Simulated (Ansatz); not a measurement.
Ideal-gas functions of Cl2H2Se2Zr, SMILES `[Cl][Zr]([Cl])([SeH])[SeH]` at 400 K and 1 bar, from an Ansatz frequency run at PBE0-D4/def2-TZVP.

Molar mass 322.07 g/mol, point group C2 (symmetry number 2), electronic degeneracy 1, moments of inertia 673.034, 952.415, 1086.019 u Å². Harmonic wavenumbers (cm⁻¹, unscaled): 64, 71, 73, 82, 84, 96, 181, 249, 279, 394, 401, 403, 441, 2406, 2407.

Use S(trans) = R[1.5 ln M + 2.5 ln T − 1.1517]; rotational temperatures θ = 24.2544 K / I; S(rot) = R[ln(√π/σ · √(T³/θAθBθC)) + 1.5]; for each mode x = 1.438777 ν̃/T, S = R[x/(eˣ − 1) − ln(1 − e⁻ˣ)] and H = RT x/(eˣ − 1); 1 cm⁻¹ = 0.0119627 kJ/mol; R = 8.31446 J/(mol·K).

By hand: the entropy, in J/(mol·K).

Translation 187.0. Rotation: θ = 0.036, 0.0255, 0.0223 K, giving 131.1. Vibration, mode by mode: 20.54, 19.69, 19.46, 18.50, 18.30, 17.20, 12.03, 9.50, 8.63, 6.08, 5.95, 5.92, 5.30, 0.01, 0.01, in all 167.1. Electronic 0.0. Sum 485.2 J/(mol·K).

By hand: H − E and G − E in kJ/mol, counted from the electronic energy.

Zero-point energy ½ × 7631 × 0.0119627 = 45.6; thermal vibration 29.5; translation, rotation and pV give 4 RT = 13.3. H − E = 88.4 kJ/mol, and G − E = 88.4 − 400 × 485.2/1000 = -105.7 kJ/mol.

Vibration gives 34 % of the entropy, 113.7 J/(mol·K) of it from the modes under 150 cm⁻¹: soft modes count most, and the harmonic formula is weakest for them. The sum counts one conformer and one mirror image; others add a mixing term.
